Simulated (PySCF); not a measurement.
Mapped SMILES: `[BH2:1][SiH:2]([O:3][CH3:4])[O:5][CH3:6]`; H(Xn) means a hydrogen on atom n.

Geometry: PBE0-D3(BJ)/def2-SVP; GIAO shifts from PySCF 2.14.0 with density-fitted response routines, gas phase, non-relativistic, averaged over equivalent atoms.

At PBE0/pcSseg-1 (154 basis functions, 23 s wall time on 1 thread of an Arm Neoverse N1, shared host):
```json
{"atoms": "B1", "δ (ppm)": "112.2"}
{"atoms": "Si2", "δ (ppm)": "-7.9"}
{"atoms": "O3/O5", "δ (ppm)": "17.1"}
{"atoms": "C4/C6", "δ (ppm)": "52.0"}
{"atoms": "H(B1)", "δ (ppm)": "9.74"}
{"atoms": "H(Si2)", "δ (ppm)": "5.02"}
{"atoms": "H(C4)/H(C6)", "δ (ppm)": "3.73"}
```

Chemical shifts δ = σref − σ; ¹¹B (σref 100.73) vs BF3·OEt2; ²⁹Si (σref 351.99) and ¹³C (σref 184.41) and ¹H (σref 31.27) against TMS; ¹⁷O (σref 334.56) against H2O, all at this level.

**Question.** What do these become at CAM-B3LYP/pcSseg-2?

**Answer.** 
```
      atoms  δ at CAM-B3LYP/pcSseg-2  change
         B1                    121.4    +9.2
        Si2                    -15.8    -7.9
      O3/O5                     18.8    +1.7
      C4/C6                     53.0    +1.0
      H(B1)                     9.75   +0.01
     H(Si2)                     5.09   +0.07
H(C4)/H(C6)                     3.74   +0.01
```

References, each an isolated molecule treated in the same way: ¹¹B (σ = 97.88 ppm) against BF3·OEt2; TMS for ²⁹Si (σ = 328.96 ppm) and ¹³C (σ = 182.55 ppm) and ¹H (σ = 31.34 ppm); ¹⁷O (σ = 329.76 ppm) vs H2O.

The largest change is at B1 (boron bonded to Si, 2 H). Cost: 349 basis functions, 2.1 min wall time on 1 thread of an Arm Neoverse N1, shared host.

Experimental scales use liquid or dissolved standards, which lie at an offset from isolated H2O (liquid H2O: subtract about 36 ppm).
